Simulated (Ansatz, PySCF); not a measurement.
Species: sum formula HSiOCl2 (charge 0, doublet). It need not be the lowest isomer of its formula. SMILES: Cl[Si](O)Cl
Structure (B3LYP-D3(BJ)/def2-TZVP (Ansatz, a first-principles code) minimum search):
```
Si
O 1 1.6390
H 2 0.9631 1 117.96
Cl 1 2.0584 2 106.29 3 160.47
Cl 1 2.0772 2 109.92 3 40.96
```
Charge 0, spin multiplicity 2.

Quantity: atomisation energy (electronic, to ground-state atoms), in kcal/mol. Correlated levels leave the core frozen unless marked. UHF or UKS for open shells. Spin-orbit coupling is left out. Non-relativistic. The coupled-cluster limit lacks core correlation, which all-electron functionals hold. CBS(X,Y): correlation extrapolated as X^-3; Hartree-Fock from the larger set.

| level | program | atomisation energy (kcal/mol) |
|---|---|---|
| HF-D4/def2-TZVPD | PySCF + dftd4 | 294.4 |
| PBE-D3(BJ)/def2-TZVPD | Ansatz + dftd3 | 410.6 |
| PBE0-D4/def2-TZVPD | Ansatz + dftd4 | 400.1 |
| BHLYP/def2-TZVPD | Ansatz | 375.0 |
| TPSSh/def2-TZVPD | PySCF | 394.0 |
| r2SCANh-D4/def2-TZVPD | Ansatz + dftd4 | 403.0 |
| CAM-B3LYP-D4/def2-TZVPD | Ansatz + dftd4 | 396.6 |

### Question
Predict the CCSD(T)/CBS(cc-pV(T+d)Z,cc-pV(Q+d)Z) result (Ansatz).

### Answer
403.4 kcal/mol
